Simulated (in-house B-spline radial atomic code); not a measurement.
RPA and G0W0 on Hartree-Fock: the tellurium ion Te⁶⁺

Configuration [Kr] 4d10, mean-field start Hartree-Fock. Computed with an all-electron radial atomic-structure program (B-spline basis): all electrons, scalar-relativistic (spin-free one-electron X2C), finite nucleus, each spin shell either full or empty, empty states to l = 9 with an (l + 1/2)⁻⁴ tail; G0W0 by contour deformation at full frequency.

Command:
```bash
python run_gw.py task.json out
```
Settings (radii: box in bohr, nucleus in fm):
```
Z                        52
electrons                46
configuration            [Kr] 4d10
hamiltonian              x2c
method                   hf
lmax                     9
rms_radius               4.7423
spin_polarised           False
box_radius               9.29
intervals                66
```

Run time, properties included: 3.7 s on 1 thread of Arm Neoverse N1 (shared host).

Energies (hartree):

```csv
term,value
mean-field total,-6783.07201
Hartree-Fock functional on these orbitals,-6783.07201
direct second order,-3.7661
second-order exchange,1.0549
SOSEX correction,1.0036
```

What is the RPA correlation energy, and what remains with SOSEX?

RPA gives -3.4319 hartree (-2.03 eV per electron); RPA + SOSEX gives -2.4283, and the second-order doubles (MP2) -2.7113 hartree. RPA lacks exchange-type terms and so overcorrelates at short range.

Quasi-particle levels (eV):

| level | occupied | mean field | Σx - vxc | Σc | QP weight | G0W0 |
| --- | --- | --- | --- | --- | --- | --- |
| 4d | yes | -125.07 | 0.00 | ? | ? | ? |
| 5s | no | -68.86 | 0.00 | -1.73 | 0.989 | -70.59 |

G0W0 = mean field + (Σx - vxc) + Σc, with Σc (partial-wave tail included) taken at the quasi-particle energy. Only the outer levels were computed. Levels of low weight are left out.

Where does G0W0 put 4d?

At -125.34 eV, with Σc = -0.26 eV and a quasi-particle weight of 0.975. The tabulated removal energy is 124.2 ± 0.06 eV (NIST, measured); the calculation leaves out spin-orbit coupling, Breit and QED terms, and what these don't explain is the method's own error.
